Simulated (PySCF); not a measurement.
# Ionisation energy of Sn²⁺ by level of theory

Sn²⁺ [Kr] 4d10 5s2 → Sn³⁺ [Kr] 4d10 5s1 [5s1/2^1, M_J = 1/2], as a difference of total energies. All numbers are calculated (PySCF 2.14, the two-component X2C-1e Hamiltonian, in x2c-QZVPPall-2c). Correlated levels: [Ar] 3d10 frozen; the 32 highest virtual spinors dropped. "Screened" scales the spin-orbit matrix elements by Boettger's factors to mimic the two-electron term; Breit and QED terms are absent.

| method | ionisation energy (eV) |
| --- | --- |
| GMP2 (spin-free) | 30.552 |
| GHF (screened spin-orbit) | 28.525 |
| GMP2 (screened spin-orbit) | 30.555 |

Q: How much does correlation contribute at GMP2 (screened spin-orbit)?

A: 30.555 − (28.525) = 2.030 eV, measured against GHF (screened spin-orbit).

For comparison: 30.506 eV (measured; NIST Atomic Spectra Database, ionization energies).
